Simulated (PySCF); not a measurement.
How methods differ on the ionisation energy of Ca⁺

Ca⁺ [Ar] 4s1 [4s1/2^1, M_J = 1/2] → Ca²⁺ [Ar], as a difference of total energies. All numbers are calculated (PySCF 2.14, the two-component X2C-1e Hamiltonian, in an even-tempered Gaussian basis (20 s from 0.015 bohr⁻², ratio 2.8; 14 p from 0.019 bohr⁻², ratio 2.8; 5 d from 0.13 bohr⁻², ratio 3)). Correlated levels: [Ne] frozen; the 58 highest virtual spinors dropped. "Screened" scales the spin-orbit matrix elements by Boettger's factors to mimic the two-electron term; Breit and QED terms are absent.

```
                    method  ionisation energy (eV)  error (eV)
 GHF (screened spin-orbit)                  11.352      -0.520
GMP2 (screened spin-orbit)                  11.782      -0.090
```

Reference: 11.872 eV (measured; NIST Atomic Spectra Database, ionization energies).
